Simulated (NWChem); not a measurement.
System: CH6InN; SMILES C[NH][InH2]

NWChem printed, in part:

```
             Northwest Computational Chemistry Package (NWChem) 7.3.0
             --------------------------------------------------------

 CS  symmetry detected

                             Geometry "geometry" -> ""
                             -------------------------

 Output coordinates in angstroms (scale by  1.889725989 to convert to a.u.)

  No.       Tag          Charge          X              Y              Z
 ---- ---------------- ---------- -------------- -------------- --------------
    1 In                  49.0000     0.02513729    -0.63991384     0.00000000
    2 H                    1.0000    -1.27795297    -1.76457056     0.00000000
    3 H                    1.0000     1.72821357    -0.89480336     0.00000000
    4 N                    7.0000    -0.52871366     1.30948580     0.00000000
    5 C                    6.0000     0.30867356     2.47953100     0.00000000
    6 H                    1.0000    -1.51835704     1.53428835     0.00000000
    7 H                    1.0000     0.15657682     3.12308415     0.88920825
    8 H                    1.0000     0.15657682     3.12308415    -0.88920825
    9 H                    1.0000     1.37216971     2.19110868     0.00000000

 Effective nuclear repulsion energy (a.u.)     241.8486992652

      Symmetry information
      --------------------

 Group name             Cs
 Group number              2
 Group order               2
 No. of unique centers     8

                                 NWChem DFT Module
                                 -----------------

 Summary of "ao basis" -> "ao basis" (spherical)
 ------------------------------------------------------------------------------
       Tag                 Description            Shells   Functions and Types
 ---------------- ------------------------------  ------  ---------------------
 In                        def2-tzvp                16       50   6s5p3d2f
 H                         def2-tzvp                 4        6   3s1p
 N                         def2-tzvp                11       31   5s3p2d1f
 C                         def2-tzvp                11       31   5s3p2d1f

      Symmetry analysis of basis
      --------------------------

        a'        101
        a"         47

            General Information
            -------------------
          SCF calculation type: DFT
          Wavefunction type:  closed shell.
          No. of atoms     :     9
          No. of electrons :    40
           Alpha electrons :    20
            Beta electrons :    20
          Charge           :     0
          Spin multiplicity:     1
          Use of symmetry is: on ; symmetry adaption is: on
          Maximum number of iterations: 150
          AO basis - number of functions:   148
                     number of shells:    62
          Convergence on energy requested:  1.00D-06
          Convergence on density requested:  1.00D-05
          Convergence on gradient requested:  5.00D-04

              XC Information
              --------------
                          M06 Method XC Functional
                     Hartree-Fock (Exact) Exchange  0.270
                           M06 Exchange Functional  1.000
                         M06 Correlation Potential  1.000

             Grid Information
             ----------------
          Grid used for XC integration:  medium
          Radial quadrature: Mura-Knowles
          Angular quadrature: Lebedev.
          Tag              B.-S. Rad. Rad. Pts. Rad. Cut. Ang. Pts.
          ---              ---------- --------- --------- ---------
          In                  1.55      123          11.0       590
          H                   0.35       45          13.0       434
          N                   0.65       49          10.0       434
          C                   0.70       49          12.0       434
          Grid pruning is: on
          Number of quadrature shells:   446
          Spatial weights used:  Erf1

      Superposition of Atomic Density Guess
      -------------------------------------

 Sum of atomic energies:        -313.04115505

      Non-variational initial energy
      ------------------------------

 Total energy =    -285.427155
 1-e energy   =    -714.423987
 2-e energy   =     301.865191
 HOMO         =      -0.285874
 LUMO         =      -0.005486

      Symmetry analysis of molecular orbitals - initial
      -------------------------------------------------

  Numbering of irreducible representations:

     1 a'          2 a"

  Orbital symmetries:

     1 a'          2 a'          3 a'          4 a'          5 a'
     6 a"          7 a'          8 a'          9 a'         10 a'
    11 a"         12 a"         13 a'         14 a'         15 a'
    16 a"         17 a'         18 a'         19 a'         20 a"
    21 a"         22 a'         23 a'         24 a'         25 a'
    26 a'         27 a"         28 a'         29 a"         30 a'

     ---------------------------------------------
      Total Density - Mulliken Population Analysis
     ---------------------------------------------

    Atom       Charge   Shell Charges
 -----------   ------   -------------------------------------------------------
    1 In  21    20.16   0.39 -0.82  1.55  0.87  0.76  0.44 -0.41  6.38  0.46  0.39  0.08  8.90  1.08  0.06  0.03  0.00
    2 H    1     1.15   0.21  0.55  0.38  0.01
    3 H    1     1.15   0.21  0.55  0.38  0.01
    4 N    7     7.94   0.82  1.16  0.57  0.85  0.18  1.62  1.92  0.78  0.00  0.03  0.00
    5 C    6     6.33   0.86  1.12  0.54  0.65  0.14  1.19  1.34  0.39  0.02  0.07  0.01
    6 H    1     0.70   0.23  0.36  0.08  0.04
    7 H    1     0.86   0.25  0.46  0.14  0.02
    8 H    1     0.86   0.25  0.46  0.14  0.02
    9 H    1     0.85   0.25  0.45  0.14  0.02

[...]
```

Level: M06/def2-TZVP with def2 effective core potentials on In. Geometry: optimised at PBE0/def2-SVP. def2 effective core potentials on In; no spin-orbit coupling.

Q: Write an input that gives this output.

A: One answer among several that fit: the input that was run:
```
start job
memory heap 200 mb stack 900 mb global 1100 mb
geometry units angstroms noautoz
  In     0.031670    -0.696787    -0.084524
  H     -1.266541    -1.817752     0.060330
  H      1.708291    -0.952962    -0.382440
  N     -0.491892     1.249217     0.129628
  C      0.347608     2.415956     0.064952
  H     -1.465259     1.474605     0.307637
  H      0.351865     3.001318     1.005866
  H      0.058357     3.115374    -0.744451
  H      1.393085     2.126994    -0.129188
end
basis spherical
  * library def2-tzvp
end
ecp
  In library def2-ecp
end
dft
  xc m06
  iterations 150
  mulliken
end
task dft energy
```
